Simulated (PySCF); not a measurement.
# Telling isomers of C4H16N2OSi2 apart by NMR

[PySCF 2.14: structure optimised with GFN2-xTB; shieldings: GIAO PBE0/pcSseg-1; in vacuum; no relativistic terms; one averaged value for each set of equivalent atoms; single conformer]

Shifts are taken against calculated references (same method and geometry level): ¹H (σ = 31.72 ppm), ¹³C (σ = 186.93 ppm) vs TMS. Where no couplings were computed, multiplicities follow the n + 1 count of equivalent neighbours, and m marks all less simple cases (inequivalent or close neighbours, rings, F or P nearby). Shifts are as computed. Against solution values, carbons near 30 ppm lie about +3 ppm off and those near 130 ppm about +5 ppm. Of 1211 compounds with measured shifts, 218 miss one by over three times the rms of a fit or turn the order of signals round; such compounds aren't used in these exercises. OH and NH positions are gas-phase values without hydrogen bonding to other molecules.

(1) Tabulate the signals of `CN[Si@@H](N)O[Si](C)(C)C`, `CN[Si@](N)([SiH3])OC(C)C` and their relative energies.

(2) What is the quickest way to tell CN[Si@@H](N)O[Si](C)(C)C from CN[Si@](N)([SiH3])OC(C)C?

## Answers

(1) 
| SMILES | carbon types | δC | δH | E rel. (kcal/mol) |
| --- | --- | --- | --- | --- |
| CN[Si@@H](N)O[Si](C)(C)C | 4×CH3 | 30.1, 3.0 | 4.73 (s, 1H), 2.78 (s, 3H), 0.55 (br s, 2H), 0.24 (br s, 1H), 0.13 (s, 9H) | 0.0 |
| CN[Si@](N)([SiH3])OC(C)C | 1×CH 3×CH3 | 65.9, 29.0, 28.4, 28.0 | 4.32 (m, 1H), 3.22 (s, 3H), 2.60 (s, 3H), 1.18 (d, 3H), 1.17 (d, 3H), 0.77 (br s, 2H), 0.72 (br s, 1H) | 61.8 |

Energies are electronic energies at PBE0/pcSseg-1 on these geometries, without zero-point or thermal terms, each for the one conformer computed, which needn't be the lowest.

(2) Count the carbon signals: 2 against 4. The first has a methyl carbon bonded to Si (CH3) at 3.0 ppm, the second an sp3 CH bonded to O at 65.9 ppm. Their most deshielded carbons lie at 30.1 and 65.9 ppm. In the proton spectra the most deshielded non-exchanging signals are 4.73 (s, 1H) and 4.32 (m, 1H).
